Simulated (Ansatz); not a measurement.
The same path of C3H7BO (12 atoms, charge 0, multiplicity 1) was run twice with different band settings. The coordinate that changes most is the dihedral H9–C3–C4–H10.

Computed with RKS PBE-D4/STO-3G in Ansatz.

Relaxed end points:

```xyz
12
Properties=species:S:1:pos:R:3
B -0.639 1.870 1.242
C -0.301 0.963 0.058
C 0.423 -0.192 0.217
C 0.738 -1.191 -0.909
O -0.084 -2.412 -0.714
H -0.338 1.536 2.334
H -1.189 2.901 1.082
H -0.591 1.225 -0.979
H 0.736 -0.509 1.233
H 0.565 -0.709 -1.907
H 1.798 -1.532 -0.856
H -1.040 -2.006 -0.767
```

```xyz
12
Properties=species:S:1:pos:R:3
B -0.856 1.460 1.596
C -0.657 0.442 0.473
C 0.573 -0.086 0.188
C 0.837 -1.121 -0.936
O -0.319 -1.413 -1.791
H 0.080 1.844 2.204
H -1.931 1.867 1.868
H -1.496 0.062 -0.143
H 1.468 0.231 0.763
H 1.739 -0.772 -1.514
H 1.124 -2.092 -0.460
H -0.484 -0.479 -2.214
```

Common settings: movable images 7; climbing image yes; optimiser quadratic models (default); start path IDPP; force threshold 0.05 eV/Å; iteration limit 60; end points relaxed.

| run | spring |
| --- | --- |
| 1 | 5.0 eV/Å² |
| 2 | 0.5 eV/Å² |

Q: What does each run give, and how far can it be trusted?

A: Run 1: converged after 5 iterations, highest image 0.088 eV above the first end. A vibrational analysis at the climbing image gives one clearly imaginary mode, 123i cm⁻¹: a first-order saddle point.
Run 2: converged after 5 iterations, highest image 0.088 eV above the first end. Another band between the same ends (7 images) ends at a top of the same energy, where a vibrational analysis finds 1 clearly imaginary mode.
Limits of this set-up: minimal basis.
